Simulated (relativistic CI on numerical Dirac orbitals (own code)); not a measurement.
# Cd2+: calculation against measurement

Calculated at this level of theory: Dirac-Coulomb-Breit CI, separate exchange-only KLI orbitals for each configuration, QED by a radiative potential, valence Slater integrals scaled by 0.85, P86 correlation estimate, and configurations built on the next ion tied to the tabulated ionisation energy (semi-empirical) (own radial code, finite nucleus).

CI space (outside the closed core [Kr]): 4d¹⁰, 4d⁹5s, 4d⁹5p, 4d⁹5d, 4d⁹6s, 4d⁹4f, 4d⁹5f, 4d⁸5s², 4d⁹6p, 4d⁸4f², 4d⁹6d, 4d⁸5s5p, 4d⁹5g, 4d⁹6f, 4d⁹6g, 4d⁸5p², 4d⁸5s6s. Levels of other configurations are missing.

```tsv
Configuration	Term (tabulated)	J	Measured (cm⁻¹)	Computed	Error	Purity (%)
4d¹⁰	1S	0	0.0	0	0	100
4d⁹5s	3D	3	80454.3	87562	7108	100
4d⁹5s	3D	2	82354.6	89470	7116	78
4d⁹5s	3D	1	86219.5	93129	6909	100
4d⁹5s	1D	2	88871.8	95940	7068	77
4d⁸5s²	3F	4	179022.4	185073	6051	96
4d⁸5s²	3F	3	184094.3	189977	5882	97
4d⁸5s²	3F	2	185798.5	191857	6059	79
4d⁸5s²	3P †	1	196123.7	203468	7345	63
4d⁸5s²	3P †	0	196258.2	203865	7607	89
4d⁹5d	3S	1	202966.1	204533	1566	60
4d⁹6s	3D	3	204421.1	206048	1627	100
4d⁹5d	3D	3	206087.7	207230	1142	79
4d⁹6s	3D	1	210220.5	211635	1414	100
4d⁹5d	3G	3	210837.5	211847	1010	79
4d⁹5d	3F	2	211924.8	213545	1620	74
4d⁹5d	3D	1	212049.8	212292	242	74
```

Measured levels from Moore, Atomic Energy Levels, vol. III, NSRDS-NBS 35 (1971 reprint of NBS Circular 467, 1958); pairs were made by configuration, J and term (by order where the table uses no LS term), so strongly mixed levels may be paired wrongly. The analysis dates from before 1960.

Mean error by configuration (cm⁻¹): 4d⁹5s 7050; 4d⁸5s² 5997; 4d⁹5d 1116; 4d⁹6s 1520. Over the excited levels the mean absolute error is 3915 cm⁻¹ (16 of the 28 excited levels that our extract of the source holds in range could be paired, and the others can miss by more), and the median relative error of those above 1,000 cm⁻¹ is 2 %. † marks terms whose computed intervals miss the measured ones by more than a factor of 2.5, or configurations far off the rest, from wrong mixing, a near crossing or a doubtful label or measurement; they are left out of the means.
